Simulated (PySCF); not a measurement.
C2H2O, SMILES C1=CO1.

Geometry optimised at PBE0-D3(BJ)/def2-TZVP.

Computed with SMD-B3LYP/def2-SVP run with PySCF.

Solvation free energies are E(SMD) − E(gas) at the gas-phase geometry, for 1 M in both phases. In vacuum the dipole moment is 2.44 D.

Computed solvation free energies in water, diethylether, methanol:
```
solvent       ΔG(solv) (kcal/mol)  its non-electrostatic (CDS) part  dipole (D)
------------  -------------------  --------------------------------  ----------
water                        -5.2                               3.3        3.18
diethylether                 -3.6                               0.2        2.73
methanol                     -5.0                               3.2        3.16
```
